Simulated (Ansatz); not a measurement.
System: sum formula AlO2H2, net charge 0, doublet state. It need not be the lowest isomer of its formula. 
Geometry from a B3LYP-D3(BJ)/def2-TZVP (Ansatz, a first-principles code) optimisation:
```
Al
O 1 1.7036
H 2 0.9597 1 126.28
O 1 1.7036 2 125.35 3 0.00
H 4 0.9597 1 126.28 2 0.00
```
Charge 0, spin multiplicity 2.

Quantity: vertical ionisation energy (to the singlet state of charge +1; each state is the SCF solution reached for its spin), in eV. Correlated levels leave the core frozen unless marked. Open shells are spin-unrestricted. No spin-orbit coupling. No relativistic terms. CBS(X,Y): correlation extrapolated as X^-3; Hartree-Fock from the larger set. The bracket is a focal-point correction in the basis named.

```tsv
level	program	vertical ionisation energy (eV)
SVWN5/def2-TZVPD	Ansatz	8.60
r2SCAN/def2-TZVPD	Ansatz	8.62
BHLYP/def2-TZVPD	Ansatz	…
SCS-MP2/aug-cc-pV(D+d)Z	Ansatz	8.40
RI-MP2/CBS(aug-cc-pV(T+d)Z,aug-cc-pV(Q+d)Z)+[CCSD(T)-MP2]/aug-cc-pV(T+d)Z	Ansatz	…
```

Question: What belongs in the gaps?

Answer: 
- BHLYP/def2-TZVPD, vertical ionisation energy (eV): 8.59
- RI-MP2/CBS(aug-cc-pV(T+d)Z,aug-cc-pV(Q+d)Z)+[CCSD(T)-MP2]/aug-cc-pV(T+d)Z, vertical ionisation energy (eV): 8.48
